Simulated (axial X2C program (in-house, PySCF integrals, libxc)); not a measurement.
# Worked dissociation energy of MgTe: HF, scalar-relativistic

Calculated with an axial X2C code built on PySCF integrals. Spin-free means the one-electron spin-free X2C Hamiltonian; the speed of light was multiplied by 0.8, so these are model numbers, not those of the real molecule. Basis: Te dyall-v3z [11s12p8d1f], Mg dyall-v3z [9s9p5d3f] (cores contracted in-house); Gaussian nuclei, density fitting, unrestricted open shells. Masses: Te 129.906 u, Mg 23.985 u.

Molecular state: M_S = 1, Λ = 1 (beyond evenly filled blocks: σα, π+α, π+β, π-α).

- E(Te) (2M_S = 2, M_L = 0): -6903.231500 hartree
- E(Mg) (2M_S = 0, M_L = 0): -200.095621 hartree
- E(MgTe) at Re: -7103.356212 hartree
- ωe: 279.4 cm⁻¹
- ωexe: 1.21 cm⁻¹

(1) Work out De and D0.

De is counted from the lowest determinant-based energies of the atoms at the same level, without counterpoise correction. The state is one determinant with fixed occupations, lowest in a PBE0 search at one distance only: followed along the bond, the spin-free determinant M_S = 0, Λ = 0 reaches 0.18 eV lower at PBE0, at Re = 2.446 Å, so the state shown is not the lowest. Spin-free De lacks the spin–orbit lowering of the heavy p-block atom, a tenth of an eV or more for 4p and 5p, up to an eV for 6p and one to two eV for 7p atoms, less what an open-shell molecule gains itself.

Hartree–Fock lacks correlation and underbinds, often by eV.

Each atomic determinant is the lowest at this level and need not be a pure term. Totals compare only within one Hamiltonian and basis.

Results:

(1) De = -6903.231500 + (-200.095621) − (-7103.356212) = 0.02909 hartree = 0.792 eV. The zero-point energy is ωe/2 − ωexe/4 = 139 cm⁻¹ = 0.017 eV, so D0 = 0.774 eV.
